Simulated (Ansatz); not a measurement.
## Reading a saddle point

A first-order saddle point of SnH5BrO, singlet, PBE0-D4/def2-TZVP, with one imaginary mode of 154i cm⁻¹:

```tsv
atom	x (Å)	y (Å)	z (Å)
Sn1	-0.8593	-0.5339	-0.3274
Br2	2.6569	-0.3053	0.0098
H3	-0.3569	-0.7484	-1.9219
H4	-0.5148	-1.7575	0.7890
H5	-2.4503	0.0611	-0.1762
H6	1.3437	0.6834	0.2194
O7	0.1877	1.1322	0.2631
H8	-0.0071	1.4683	1.1442
```

Ansatz 0.2.0; basis: def2-TZVPP and def2-QZVPP; cores frozen in the correlated methods. Filled d shells of the heavier atoms are correlated. Core potentials replace the inner electrons of the atoms past krypton. The def2 sets are not built for correlating such inner shells, so the correlated values are less sure here. Extrapolation: Hartree–Fock as exp(−7.88 √X), correlation as X^−2.97.

Question: Which contacts change along the imaginary mode, and what lies on either side? (A judgement: the text doesn't fix the answer.)

Answer: Computed: The step is SnH₃Br ([Br][SnH3]) + H₂O → SnH₄O ([OH][SnH3]) + HBr, with the molecules in contact on both sides. Shortening one way: Sn1–O7, Br2–H6; lengthening the same way: Sn1–Br2, H6–O7.
| pair | one side (Å) | saddle (Å) | other side (Å) |
| --- | --- | --- | --- |
| Sn1–O7 | 3.12 | 2.05 | 2.00 |
| Br2–H6 | 2.70 | 1.66 | 1.48 |
| Sn1–Br2 | 2.51 | 3.54 | 4.17 |
| H6–O7 | 0.96 | 1.24 | 1.60 |

Question: Which side is lower, and how far does the saddle lie above each? (An estimate is asked for; the value comes from the calculation.)

Answer: Computed: The side with Sn1–Br2, H6–O7 short is lower by 86.4 kJ/mol; the saddle lies 94.7 kJ/mol above it and 8.3 kJ/mol above the other (CCSD(T) at an estimated basis limit (MP2 extrapolated from triple and quadruple zeta, plus CCSD(T) − MP2 in triple zeta); electronic energies).

T1 diagnostic: at most 0.011.

The step is the kind of ligand exchange by which a precursor binds to a hydroxyl group, or is hydrolysed, in atomic layer deposition of oxides.

Labels in which every atom is bracketed show which atoms are joined, not bond orders.

For scale, one of the runs: CCSD(T)/def2-TZVPP, 199 basis functions, launched by `ansatz run in.yaml --threads 4 --pin off --events-out ev --progress --plain --max-ram 9574MiB`. Time: 2.1 min of wall clock on 4 CPU threads of an Arm Neoverse V1; the host was shared. Peak host memory: 2.8 GiB.
